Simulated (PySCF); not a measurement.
A structure optimised at r2SCAN-D4/def2-TZVP, used in a PySCF frequency run:

```xyz
8

C      1.4265     0.0709    -0.2826
S     -0.0188    -0.3012     0.5356
C     -1.2511     0.3980    -0.5796
H      2.3522    -0.2524     0.1691
H      1.4239     0.6586    -1.1890
H     -1.1002     1.4730    -0.6862
H     -1.1996    -0.0875    -1.5549
H     -2.2286     0.2137    -0.1351
```
Charge 0, spin multiplicity 2.

Task: Write its SMILES and formula.

Result: [CH2]SC, C2H5S

Task: What are its rotational constants (standard atomic weights)?

Result: 20.876, 8.1666, 6.0993 GHz
